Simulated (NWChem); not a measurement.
System: MgSiH$_{3}$Cl; SMILES [Cl][Mg][SiH3]

Input file for NWChem:

```
start job
memory heap 200 mb stack 900 mb global 1100 mb
geometry units angstroms
  Mg     0.057022    -0.263478    -0.659472
  Cl    -0.248847     1.881534    -0.620030
  Si     0.235610    -1.905106     1.175984
  H      0.306662    -3.343990     0.860892
  H     -0.928755    -1.764613     2.080659
  H      1.434861    -1.634196     2.001494
end
basis spherical
  * library def2-svp
end
dft
  xc pbe0
  iterations 150
end
driver
  maxiter 120
end
task dft optimize
task dft freq
```

The level has its own optimisation; frequencies are unscaled.

Q: What results follow from this input? (PBE0/def2-SVP.) Quantities: r Cl–Mg (Å); r Mg–Si (Å); r H–Si (Å); highest harmonic frequency (cm⁻¹); lowest (cm⁻¹); zero-point energy (kcal/mol); dipole (D).

A: 
```json
{
 "r Cl–Mg (Å)": "2.211",
 "r Mg–Si (Å)": "2.564",
 "r H–Si (Å)": "1.501",
 "highest harmonic frequency (cm⁻¹)": "2203",
 "lowest (cm⁻¹)": "101",
 "zero-point energy (kcal/mol)": "15.9",
 "dipole (D)": "1.38"
}
```
